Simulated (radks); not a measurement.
Valence configurations of Bi I. Calculated with a radial shooting solver on a logarithmic mesh with Libxc functionals: Dirac Kohn-Sham, PBEsol, spin-unpolarised, spherical densities, point nucleus; open shells fill j = l - 1/2 first. Energies are relative to [Hg] 6p3; eigenvalues in eV.

valence                     E (eV)  e(4f5/2)  e(4f7/2)  e(5d3/2)  e(5d5/2)  e(6p1/2)
[Hg] 6p3                     0.000   -154.29   -148.80   -27.962   -24.965    -5.596
[Xe] 4f14 5d10 6s1 6p4      10.418   -156.31   -150.81   -29.843   -26.823    -6.539
[Xe] 4f14 5d9 6s2 6p4       22.993   -160.51   -155.01   -32.629   -29.496    -7.020
[Xe] 4f14 5d8 6s2 6p5       49.460   -166.77   -161.27   -37.206   -33.938    -8.374
[Xe] 4f13.5 5d10 6s2 6p3.5  74.886   -164.32   -158.75   -31.256   -28.096    -6.345
[Xe] 4f13 5d10 6s1 6p5      166.18   -176.44   -170.79   -36.368   -33.023    -7.954
[Xe] 4f13 5d9 6s2 6p5       182.80   -180.91   -175.26   -39.304   -35.846    -8.459
[Xe] 4f12 5d10 6s2 6p5      328.39   -195.36   -189.56   -41.403   -37.752    -8.539
[Xe] 4f12 5d10 6s1 6p6      341.24   -197.21   -191.41   -43.098   -39.427    -9.362
[Xe] 4f12 5d9 6s2 6p6       362.16   -201.92   -196.12   -46.166   -42.380    -9.889

NIST lists [Hg] 6p3 as the ground configuration; this level of theory agrees among the configurations tried. The energies are those of spherical spin-averaged densities, not of single terms.
